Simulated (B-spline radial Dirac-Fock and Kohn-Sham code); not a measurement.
## Kohn-Sham estimates against Dirac-Fock for the levels of Tl³¹⁺

System: Tl³¹⁺ in the configuration [Kr] 4d10 4f4.

The density-functional columns are spherical, spin-unpolarised Dirac-Kohn-Sham results without Breit or QED terms: −ε is minus the orbital energy of the initial state and ΔSCF the difference of two total energies. The reference in the last column comes from ΔSCF Dirac-Fock with Breit, self-energy and vacuum polarisation, finite nucleus, configuration average. All numbers are from a radial B-spline solver, in eV; a selection of levels is shown. The Kohn-Sham columns are given as differences from the reference. For the 1s level of heavy atoms much of the gap between ΔSCF and the reference is the Breit and QED part, -474.2 eV here; for other levels the error of the functional can be larger.

```
level  LDA −ε − DF  LDA ΔSCF − DF  Dirac-Fock
   1s       -189.5         +463.2     86667.0
   2s       -194.1          -54.9     16496.8
2p1/2       -138.4          +35.7     15841.7
2p3/2       -159.9          -11.8     13800.4
   3s       -113.1          -58.5      4847.2
3p1/2        -92.9          -35.3      4556.2
3p3/2        -91.8          -38.8      4093.4
3d3/2        -69.0           -8.3      3621.6
3d5/2        -70.7          -11.6      3524.6
   4s        -59.3          -30.1      1891.0
4p1/2        -49.0          -19.7      1762.8
4p3/2        -48.7          -21.1      1634.2
4d3/2        -31.1           -3.1      1424.0
4d5/2        -31.5           -4.0      1398.4
   4f        -26.5           +2.5      1148.5
```

Values without a named source are computed, but for edge energies of neutral atoms, which are taken from tables.
